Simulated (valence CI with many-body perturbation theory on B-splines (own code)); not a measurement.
## Which ion has this spectrum?

A relativistic CI+MBPT calculation for an atom or ion with 23 electrons gives these levels (eV):

```csv
J,Parity,E,g
5/2,even,0.00,1.26
5/2,even,77.84,1.33
7/2,even,90.02,1.16
11/2,even,91.17,1.09
3/2,even,92.23,1.14
9/2,even,97.44,1.13
5/2,even,101.71,1.12
1/2,even,106.22,1.77
7/2,even,106.33,1.07
3/2,even,125.56,0.80
5/2,even,166.64,1.32
7/2,even,176.08,1.21
11/2,even,176.25,1.09
9/2,even,178.49,1.14
```

The energies are calculated, and their last digits are not significant.

Task: Which is it?
A. Hg57+
B. Pt55+
C. Re52+
D. Tl58+

Result: B. Pt55+, ground level (3d3/2^4 3d5/2) J=5/2.
